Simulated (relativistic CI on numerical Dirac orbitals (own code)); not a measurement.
**Ti2+ in a cubic cluster: L2,3 absorption with charge transfer**

Computed with a charge-transfer multiplet model of a cubic metal-ligand cluster with up to one ligand hole, Slater and spin-orbit integrals from Dirac-Coulomb-Breit ions, Slater integrals scaled by 0.8. The ground state mixes d2 with configurations of k ligand holes L, whose averages lie at kΔ + k(k − 1)U_dd/2; a core hole lowers each added d electron by U_cd. 300 K, Lorentzian 0.4 eV and Gaussian 0.3 eV FWHM.

Atomic integrals in eV (Slater integrals scaled, ζ unscaled), ground: F2dd 6.578, F4dd 4.090, zeta_d 0.013; with the core hole: F2dd 7.324, F4dd 4.560, zeta_d 0.022, zeta_core 3.746, F2cd 3.920, G1cd 2.783, G3cd 1.577.

Cluster parameters (eV): U_dd = 5.5, U_cd = 6.9, 10Dq = 0.8, 10Dq(ligand) = 1.3, V(eg) = 1.3, V(t2g) = -0.56, final-state hopping factor = 1.

```tsv
Case	n_d	d2	d3L	S
Δ = 3.3 eV	2.28	0.72	0.28	1.00
Δ = 5.3 eV	2.17	0.83	0.17	1.00
Δ = 6.3 eV	2.14	0.86	0.14	1.00
```

Weights, n_d and S are thermal averages at 300 K. Photon energies count from the first peak over 30 % of the highest in each spectrum, which can be another peak from case to case. The parameters are a model scan and need not match a compound or its usual spin state. Peaks in eV (height, largest 100):
- Δ = 3.3 eV: -2.6 (8), 0.0 (100), 3.2 (27), 5.1 (54), 5.9 (57)
- Δ = 5.3 eV: -2.7 (8), 0.0 (100), 2.7 (25), 5.0 (49), 5.9 (55)
- Δ = 6.3 eV: -2.6 (8), 0.0 (100), 2.7 (23), 3.0 (23), 4.9 (49), 6.1 (56)

For the case Δ = 5.3 eV, Δ = 5.3 eV is smaller than U_dd = 5.5 eV, the charge-transfer side of the Zaanen-Sawatzky-Allen scheme. With the core hole the configuration with one ligand hole lies at Δ + U_dd − U_cd = 1.9, 3.9, 4.9 eV from the one without, in the order of the table; where this is negative the screened configuration lies lower, though the effective hopping of about 2.8 eV (from the holes of the mixed ground state) mixes the two strongly wherever it is as large as the gap.

With at most 1 ligand hole the space is cut while the next configuration still counts, so covalency is underestimated, and a final configuration with one more ligand hole, which can lie low, is missing from the spectra.
